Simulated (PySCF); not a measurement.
Bi⁵⁴⁺: ionisation energy

Bi⁵⁴⁺ [Ar] 3d10 4s1 (2S) → Bi⁵⁵⁺ [Ar] 3d10 (1S), as a difference of total energies. Computed with PySCF 2.14 in an even-tempered Gaussian basis (18 s from 7.4 bohr⁻², ratio 2.5; 14 p from 9.7 bohr⁻², ratio 2.5; 7 d from 17 bohr⁻², ratio 2.5; 4 f from 43 bohr⁻², ratio 2.7; 4 g from 65 bohr⁻², ratio 2.7), with the spin-free X2C one-electron Hamiltonian (Gaussian nucleus). Correlated levels: outer shells: [Ne] frozen; virtual orbitals above 40 to 60 times the deepest correlated orbital energy dropped. The calculations carry no spin-orbit coupling.

| method | ionisation energy (eV) |
| --- | --- |
| UHF | 3394.9 |
| LDA | 3403.3 |
| PBE | 3405.0 |
| PBE0 | 3402.7 |
| r2SCAN | 3397.8 |
| B3LYP | 3403.5 |
| BP86 | 3403.4 |
| MP2 (outer shells) | 3396.4 |
| SCS-MP2 (outer shells) | 3396.1 |

Breit and QED terms and the two-electron picture change are absent.

For comparison: 3401.8 ± 2.4 eV (semi-empirical (NIST evaluation); NIST Atomic Spectra Database, ionization energies).
